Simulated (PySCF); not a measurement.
Computed vibrations of [Yb(H2S)2]3+

[Yb(H2S)2]3+ (singlet in the valence; each metal's 4f electrons, 13 of them, lie in its core potential, out of spins and levels). PySCF 2.14.0, RKS PBE0, Yb lcecp-1-SVP with ECP59, S def2-SVP, H def2-SVP; non-relativistic Hamiltonian with scalar-relativistic core potentials where named; density fitting; no spin-orbit coupling. Central differences of gradients.

```xyz
7

Yb    0.0000    0.0000    0.0000
S     0.0000   -0.0280    2.7671
H     1.0350    0.7377    3.2400
H    -1.0350    0.7377    3.2400
S     0.0000    0.0280   -2.7671
H     1.0350   -0.7377   -3.2400
H    -1.0350   -0.7377   -3.2400
```

Run from Python with OMP_NUM_THREADS=2. Where DIIS fails, smearing, a level shift and second-order steps follow.
It took 31 s on 2 threads of AMD EPYC 7R43 64-Core Processor (Zen 3), with other jobs on the host.

(1) What are the harmonic wavenumbers and infrared intensities?

(2) Is this a minimum?

An lcecp potential fixes the number of 4f electrons, so in runs with it no electron can move into or out of that shell.

## Answers

(1) Modes are labelled in C2h; negative numbers are unstable modes, those under 60 cm⁻¹ near the noise; a finer grid moves soft modes by up to 10 cm⁻¹.
```csv
cm⁻¹,km/mol,symmetry
-104,–,au
-64,–,bu
-39,–,au
199,0.0,ag
225,87.5,bu
364,175.8,bu
402,0.0,ag
505,4.5,au
530,0.0,bg
1120,23.1,bu
1124,0.0,ag
2553,682.4,bu
2560,0.0,ag
2580,450.8,au
2580,0.0,bg
```

(2) No: 3 unstable; the lowest moves the atoms so:
```
Yb  -0.03  0.00  0.00
S    0.05  0.00  0.00
H    0.33 -0.38  0.00
H    0.33  0.38  0.00
S    0.05  0.00  0.00
H    0.33  0.38  0.00
H    0.33 -0.38  0.00
```
